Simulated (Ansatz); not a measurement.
Geometry optimisation, RKS BHLYP/6-31G* in Ansatz 0.2.0.

input.yaml

```yaml
crystal:
  periodic: [false, false, false]
  atoms:
    - { symbol: Si, position_ang: [0.182162, 0.301847, -0.164277] }
    - { symbol: F, position_ang: [2.234843, -1.445218, 1.128528] }
    - { symbol: C, position_ang: [0.146783, -1.128288, -1.376503] }
    - { symbol: C, position_ang: [-0.915429, 1.706303, -0.769196] }
    - { symbol: H, position_ang: [1.56022, 0.840083, -0.047709] }
    - { symbol: H, position_ang: [1.909379, -0.736161, 1.596136] }
    - { symbol: C, position_ang: [-0.411237, -0.236214, 1.534383] }
    - { symbol: H, position_ang: [0.8041, -1.926713, -1.044088] }
    - { symbol: H, position_ang: [0.470453, -0.814653, -2.366813] }
    - { symbol: H, position_ang: [-0.85919, -1.534088, -1.471782] }
    - { symbol: H, position_ang: [-0.924935, 2.535886, -0.065014] }
    - { symbol: H, position_ang: [-0.569833, 2.092181, -1.72634] }
    - { symbol: H, position_ang: [-1.944174, 1.374585, -0.900261] }
    - { symbol: H, position_ang: [-1.499219, -0.261283, 1.548396] }
    - { symbol: H, position_ang: [-0.070701, -1.230468, 1.80801] }
    - { symbol: H, position_ang: [-0.113121, 0.4622, 2.316428] }
basis:
  gaussian: { orbitals: "6-31G*" }
hamiltonian:
  xc: { name: BHLYP }
relax:
  f_tol: 0.03
  max_steps: 50
```

Command:

```bash
$ ansatz run input.yaml --threads 2 --pin off --max-ram 3072MiB --backend cpu --events-out ev --progress --plain --runs-dir out
```

Problem. Where does it end, and by what steps?

Solution. The forces met the threshold. The force dipped under the threshold on the way, but the program's further checks kept it going. After 15 steps the energy has fallen by 0.144 eV; H6 moved furthest, 0.92 Å.

```tsv
step	energy less start (eV)	largest force component (eV/Å)	accepted
0	0.0000	0.873	yes
1	-0.0579	0.390	yes
2	-0.0086	2.547	no
3	-0.0746	0.127	yes
4	-0.0850	0.122	yes
5	-0.0754	1.591	no
6	-0.0924	0.393	yes
7	-0.1001	0.388	yes
8	-0.1092	0.424	yes
9	-0.1270	0.168	yes
10	-0.1383	0.115	yes
11	0.0423	1.202	no
12	-0.1404	0.227	yes
13	-0.1438	0.017	yes
14	-0.1442	0.043	yes
15	-0.1442	0.019	yes
```

```xyz
16
Properties=species:S:1:pos:R:3
Si 0.068 0.299 -0.075
F 2.472 -1.600 1.136
C 0.118 -1.134 -1.285
C -0.862 1.770 -0.779
H 1.480 0.742 0.155
H 2.477 -0.709 0.877
C -0.635 -0.238 1.580
H 0.742 -1.934 -0.893
H 0.526 -0.831 -2.247
H -0.876 -1.540 -1.459
H -0.848 2.614 -0.092
H -0.425 2.100 -1.720
H -1.904 1.519 -0.971
H -1.650 -0.617 1.475
H -0.023 -1.029 2.008
H -0.661 0.587 2.290
```

Whether the end is a true minimum wasn't checked by a vibrational analysis.

The run took 40 s on 2 threads of Intel(R) Xeon(R) Platinum 8488C (Sapphire Rapids) (shared host), peak memory 0.25 GiB.
